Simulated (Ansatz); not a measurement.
Coupled-cluster diagnostics for (OH)2Al-O-SiH3 (AlSiO₃H₅), Ansatz.

Geometry of the singlet (PBE0-D4/def2-SVP):

```xyz
10

Al    1.232   -0.097   -0.083
O     2.197   -0.131   -1.473
O     1.961   -0.201    1.440
O    -0.449    0.039   -0.177
Si   -2.047    0.158    0.193
H     1.866   -0.077   -2.370
H     2.908   -0.278    1.564
H    -2.831    0.449   -1.046
H    -2.549   -1.123    0.779
H    -2.287    1.261    1.173
```

Correlated methods freeze 13 core orbitals.

Q: Estimate the CCSD(T) correlation energy, the shares of MP2 and (T), T1 and the reference's ⟨S²⟩ for: charge 0, singlet, own geometry in def2-TZVP; and the rough time on 2 threads of AMD EPYC 7R13 on a shared host and a share (18 GiB) of an NVIDIA H100 80GB HBM3.

A: 
```
                          state      basis  correlation (eV)  MP2 share (%)  (T) share (%)     T1  ⟨S²⟩ (pure)  wall time
charge 0, singlet, own geometry  def2-TZVP           -26.067           93.9            3.2  0.012  0.00 (0.00)        8 s
```
Customary marks for T1 are 0.02 (closed shells), 0.045 (open shells) and about 0.05 (3d metals). T1 stays under 0.02 throughout.
